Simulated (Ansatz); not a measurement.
`C[NH][SnH3]` + `CCl` → `Cl[CH2][SnH3]` + CH₃NH₂ at 700 K and 1 bar (formal exchange of groups at the Sn–N bond).

Calculated with Ansatz (gas phase, PBE0-D4/def2-TZVP geometries, no zero-point term in ΔE). CCSD(T)/CBS is the MP2 limit (def2-TZVPP, def2-QZVPP) plus CCSD(T) − MP2 in def2-TZVPP, frozen cores. This one scheme is used for every species. def2 core potentials past Kr. For Sn outer-core shells are correlated without core-valence functions, which leaves a few kJ/mol of doubt a bond.

```csv
species,CCSD(T)/CBS energy (Eh),H − E (kJ/mol),S (J/(mol·K))
`C[NH][SnH3]`,-310.95876,262.2,428.0
`CCl`,-499.63220,131.4,278.6
`Cl[CH2][SnH3]`,-714.83276,188.0,419.9
CH₃NH₂,-95.75281,207.6,296.6
```

H − E and S are ideal-gas, rigid-rotor, harmonic terms from PBE0-D4/def2-TZVP, for one conformer and one mirror image of each species. 1 Eh = 2625.50 kJ/mol, R = 8.31446 J/(mol·K).

Q: By hand: ΔE, ΔH, ΔS and ΔG.

A: ΔE = (-714.83276) + (-95.75281) − (-310.95876) − (-499.63220) = 0.00539 Eh = 14.2 kJ/mol. Δ(H − E) = 188.0 + 207.6 − 262.2 − 131.4 = 2.0, so ΔH = 16.2 kJ/mol. ΔS = 419.9 + 296.6 − 428.0 − 278.6 = 9.9 J/(mol·K). ΔG = 16.2 − 700 × (9.9)/1000 = 9.3 kJ/mol.

Q: By hand: the equilibrium constant, and the temperature at which ΔG would vanish if ΔH and ΔS stayed fixed.

A: log₁₀ K = −ΔG/(RT ln 10) = -0.7. ΔG = 0 at ΔH/ΔS = 1636 K, though so small a ΔS makes that figure unsure.

TΔS isn't small against ΔH here. A doubt of 5 kJ/mol in ΔE shifts log₁₀ K by 0.4 here. Other conformers and mirror images would add mixing entropy, several J/(mol·K) or more a flexible species. These are equilibria of isolated gas molecules and say nothing of rates. Largest T1 diagnostic: 0.012 (customary marks: 0.02 for closed shells, 0.045 for open ones).
